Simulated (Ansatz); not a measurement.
Total energies of C5HAlClF7O2 (`FC(F)(F)C1=CC(C(F)(F)F)=[O+][Al-]([F])([Cl])[O]1`).

```xyz
17

F     0.451   -3.277    1.338
C     0.261   -2.025    1.699
F    -0.850   -1.951    2.433
F     1.285   -1.634    2.459
C     0.139   -1.096    0.480
C    -0.060    0.256    0.714
C    -0.197    1.135   -0.351
C    -0.437    2.620   -0.028
F    -0.558    3.341   -1.124
F     0.582    3.093    0.690
F    -1.548    2.748    0.698
O    -0.147    0.839   -1.575
Al    0.152   -0.819   -2.265
F    -1.196   -1.316   -3.055
Cl    2.015   -0.884   -3.194
O     0.229   -1.653   -0.647
H    -0.121    0.624    1.727
```

The species carries charge 0 and has multiplicity 1. Geometry: relaxed with PBE0-D4/def2-TZVP. Basis def2-TZVPP, Ansatz 0.2.0.

RPA on PBE orbitals: Hartree–Fock energy of these orbitals -1737.66963 Eh, correlation -4.82507 Eh (frozen core).

| functional | energy without D4 (Eh) | D4 term (kJ/mol) |
| --- | --- | --- |
| BLYP | -1743.71191 | -123.1 |
| r2SCANh | -1743.28458 | -17.0 |

Task: Give the same for LDA (SPW92), PBE, revPBE, r2SCAN, B97M-V, PBE0, B3LYP, r2SCAN0, HSE06 (plane-wave form), BHLYP, CAM-B3LYP, LC-ωPBE, ωB97X-V, ωB97M-V, B2PLYP, PBE-QIDH. (Estimate.)

Result: Computed: 
```csv
functional,energy without D4 (Eh),D4 term (kJ/mol)
LDA (SPW92),-1734.16004,–
PBE,-1742.48683,-57.3
revPBE,-1743.34980,-170.6
r2SCAN,-1743.34864,-16.0
B97M-V,-1743.39215,–
PBE0,-1742.54266,-49.3
B3LYP,-1743.86889,-90.8
r2SCAN0,-1743.19276,-18.6
HSE06 (plane-wave form),-1742.48598,-46.0
BHLYP,-1743.41055,-68.2
CAM-B3LYP,-1743.57832,-50.2
LC-ωPBE,-1743.03079,–
ωB97X-V,-1743.40764,–
ωB97M-V,-1743.57411,–
B2PLYP,-1742.98898,–
PBE-QIDH,-1742.23882,–
```

B3LYP takes the VWN-RPA correlation (the form of Gaussian; ORCA's B3LYP/G). HSE06 is the plane-wave form, built on full-range PBE exchange. The double hybrids freeze the cores in their second-order part.

LC-ωPBE has ω = 0.4 bohr⁻¹.
